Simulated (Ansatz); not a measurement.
Ansatz (an electronic-structure program) input:

Ansatz 0.2 input:
```yaml
crystal:
  periodic: [false, false, false]
  atoms:
    - {symbol: C, position_ang: [-0.57153523, 0.14375636, 0.12078110]}
    - {symbol: N, position_ang: [0.73489764, -0.28738991, -0.23340796]}
    - {symbol: H, position_ang: [-0.87698954, 0.12027364, 1.22000294]}
    - {symbol: H, position_ang: [-1.32437512, -0.51032725, -0.36254457]}
    - {symbol: H, position_ang: [-0.90475479, 1.19114357, -0.18595523]}
    - {symbol: H, position_ang: [1.39104735, 0.34810127, 0.23766597]}
basis:
  gaussian:
    orbitals: def2-TZVP
hamiltonian:
  xc: b3lyp
  dispersion: d3bj
total_charge: -1
phonons: {temperatures: {t_min: 298.15, t_max: 298.15, t_step: 100}}
```

Q: Predict the final energy.

A: -95.23977 Eh (B3LYP-D3(BJ)/def2-TZVP). The basis has 86 functions.
